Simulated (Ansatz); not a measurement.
The inner images of a band of CH3ClZn + H (7 atoms, charge 0, multiplicity 2) are given out of order.

Computed with UKS PBE0/def2-SVP (Ansatz 0.2.0).

Initial state:

```xyz
7
Properties=species:S:1:pos:R:3
Zn 0.000 -0.001 -0.163
Cl 0.001 -0.002 1.955
C 0.000 0.000 -2.094
H 0.275 -0.991 -2.485
H -0.997 0.258 -2.484
H 0.721 0.735 -2.484
H -0.001 0.002 5.374
```

Final state:

```xyz
7
Properties=species:S:1:pos:R:3
Zn 0.000 0.000 -0.246
Cl -0.004 -0.005 3.359
C 0.000 0.000 -2.263
H 0.278 -1.001 -2.627
H -1.006 0.261 -2.627
H 0.728 0.742 -2.627
H 0.002 0.003 4.649
```

Question: Put them in order from the first end to the last, with their energies above the first end.
A.
```xyz
7
Properties=species:S:1:pos:R:3
Zn 0.007 0.007 -0.002
Cl 0.007 0.010 2.120
C 0.000 0.000 -1.931
H 0.274 -0.995 -2.314
H -1.000 0.255 -2.314
H 0.720 0.733 -2.325
H -0.008 -0.010 4.385
```
B.
```xyz
7
Properties=species:S:1:pos:R:3
Zn 0.011 0.006 -0.050
Cl 0.000 0.001 2.799
C 0.001 0.001 -2.042
H 0.276 -1.004 -2.399
H -1.009 0.259 -2.394
H 0.727 0.741 -2.409
H -0.007 -0.004 4.113
```
C.
```xyz
7
Properties=species:S:1:pos:R:3
Zn 0.009 0.008 0.052
Cl 0.003 0.003 2.436
C 0.000 0.000 -1.922
H 0.274 -0.998 -2.299
H -1.003 0.256 -2.297
H 0.722 0.735 -2.310
H -0.006 -0.005 3.958
```
D.
```xyz
7
Properties=species:S:1:pos:R:3
Zn 0.003 0.004 -0.083
Cl 0.004 0.005 2.034
C 0.000 0.000 -2.012
H 0.274 -0.994 -2.398
H -0.998 0.256 -2.399
H 0.721 0.733 -2.404
H -0.004 -0.005 4.879
```
E.
```xyz
7
Properties=species:S:1:pos:R:3
Zn 0.006 -0.006 -0.143
Cl 0.001 -0.002 3.082
C 0.000 0.000 -2.153
H 0.277 -1.000 -2.519
H -1.008 0.261 -2.511
H 0.728 0.743 -2.515
H -0.004 0.003 4.378
```

Answer: D (+0.3 kcal/mol), A (+2.4 kcal/mol), C (+13.4 kcal/mol), B (+8.2 kcal/mol), E (+6.4 kcal/mol).

Time of the run: 110 s on 2 threads of Arm Neoverse V2, with other jobs on the host, peak memory 0.24 GiB.
